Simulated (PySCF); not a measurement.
In(H)(Me)(vinyl) (C₃H₇In), SMILES [CH]([InH][CH3])=C. Atoms are numbered in the order given.

```xyz
11

In    -0.1793     0.1756     0.2863
H     -1.6201    -0.3314     1.1541
C      0.8752     2.0285     0.7533
H      1.1852     2.0243     1.8176
H      0.1951     2.8910     0.6028
H      1.7696     2.1572     0.1148
C      0.4717    -1.1750    -1.2835
C     -0.2002    -2.3147    -1.5513
H      1.3685    -0.9497    -1.8913
H      0.1132    -3.0183    -2.3469
H     -1.1050    -2.6099    -0.9888
```

The structure is a stationary point at PBE-D3(BJ)/def2-SVP. The structure was generated by enumeration; whether it is a known compound was not checked. The def2 effective core potentials stand for the cores of In; spin–orbit coupling is left out. The values are those of a single conformer.

Method: PBE-D3(BJ)/def2-SVP in PySCF.

Frequencies are harmonic and unscaled.

```
mode  ν (cm⁻¹)  IR (km/mol)  moving atoms (share of kinetic energy)
----  --------  -----------  --------------------------------------
1           23          0.1                                  H 93 %
2           66          0.0                          C 59 %, H 37 %
3           82          1.3                 C 56 %, H 27 %, In 17 %
4          233          2.5                          C 65 %, H 28 %
5          346         20.5                                  H 98 %
6          415         28.1                          H 74 %, C 25 %
7          420        129.5                 H 62 %, C 28 %, In 10 %
8          470         41.8                 C 69 %, H 21 %, In 10 %
9          524         12.8                          H 48 %, C 47 %
10         654         49.5                          H 82 %, C 16 %
11         703         69.9                          H 83 %, C 16 %
12         946         28.0                          H 72 %, C 28 %
13         954         11.5                          H 88 %, C 12 %
14        1013         11.2                                  H 93 %
15        1130          0.4                          H 83 %, C 17 %
16        1205         13.4                          H 72 %, C 28 %
17        1365         10.8                          H 83 %, C 17 %
18        1379          0.6                                  H 95 %
19        1382          1.6                                  H 95 %
20        1592         16.3                          C 83 %, H 17 %
21        1683        223.4                                  H 98 %
22        2980          7.0                                  H 97 %
23        3018         32.7                                  H 95 %
24        3059         15.4                           H 92 %, C 8 %
25        3081          4.3                           H 91 %, C 9 %
26        3101          5.2                          H 90 %, C 10 %
27        3107         15.0                          H 90 %, C 10 %
```
